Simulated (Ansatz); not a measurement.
Coupled-cluster run, CH7FOSi2, SMILES `FCO[SiH2][SiH3]`.

```yaml
crystal:
  periodic: [false, false, false]
  atoms:
    - {symbol: F, position_ang: [-2.320654, -0.300910, 0.502266]}
    - {symbol: C, position_ang: [-1.636989, 0.890570, 0.384711]}
    - {symbol: O, position_ang: [-0.944416, 0.933979, -0.794192]}
    - {symbol: Si, position_ang: [0.248374, -0.149297, -1.219764]}
    - {symbol: Si, position_ang: [1.614409, -0.713385, 0.606206]}
    - {symbol: H, position_ang: [-2.373600, 1.697211, 0.389362]}
    - {symbol: H, position_ang: [-0.971891, 0.955975, 1.256254]}
    - {symbol: H, position_ang: [-0.345350, -1.381805, -1.800934]}
    - {symbol: H, position_ang: [1.032247, 0.543922, -2.271512]}
    - {symbol: H, position_ang: [0.850685, -1.446231, 1.651063]}
    - {symbol: H, position_ang: [2.213163, 0.503426, 1.219725]}
    - {symbol: H, position_ang: [2.711120, -1.588658, 0.110715]}
basis:
  gaussian: {orbitals: def2-TZVPP}
correlation: {method: ccsd_t}
```

```sh
$ ansatz run in.yaml --threads 4 --pin off --events-out ev --progress --plain --max-ram 10444MiB
```

Log, shortened:

```
Functional definition: HF
1621 factors; integrals over basis functions are off by at most 1.1e-3 eV
mean field evaluation 1: about -21609.0190 eV, gradient 3.7e1 eV
mean field evaluation 2: about -21609.3254 eV, gradient 3.8e1 eV
mean field evaluation 4: about -21612.6466 eV, gradient 4.2e0 eV
mean field evaluation 8: about -21612.7194 eV, gradient 3.5e-1 eV
mean field -21612.71978569 eV, -794.2528024967 hartree, gradient 7.0e-6 eV, S^2 0.000000; 0 other end points of the search recorded, 0 dependent functions left out
13 core orbitals not correlated: weight in the atoms' cores, before any rotation towards them, 1.000 or more for the frozen orbitals, at most 0.000 for the correlated occupied ones
reference -21612.71978569 eV, -794.2528024967 hartree; 16, 16 occupied and 246, 246 virtual orbitals, 1621 factors
second order -24.59209785 eV of doubles, -0.00000000 eV of singles
cycle   1  -25.23428319 eV  change   -6.4e-1 eV  update   1.1e-1
cycle   2  -25.90229734 eV  change   -6.7e-1 eV  update   3.4e-2
cycle   3  -26.04590458 eV  change   -1.4e-1 eV  update   1.8e-2
cycle   4  -26.02859387 eV  change    1.7e-2 eV  update   3.9e-3
cycle   5  -26.02732316 eV  change    1.3e-3 eV  update   1.8e-3
cycle   6  -26.02810507 eV  change   -7.8e-4 eV  update   4.9e-4
cycle   7  -26.02774046 eV  change    3.6e-4 eV  update   1.8e-4
cycle   8  -26.02764962 eV  change    9.1e-5 eV  update   5.7e-5
cycle   9  -26.02768303 eV  change   -3.3e-5 eV  update   2.3e-5
perturbative correction -0.88447297 eV, -0.0325037821 hartree
Total energy: -21639.63194170 eV, -795.2418059881 hartree
```

Hardware: 4 threads of an Arm Neoverse V1 on a shared host. Wall time 3.6 min, peak host memory 7.4 GiB.

MP2 recovers 91.4 % of the CCSD(T) correlation energy and the triples give 3.3 %; T1 = 0.0127.
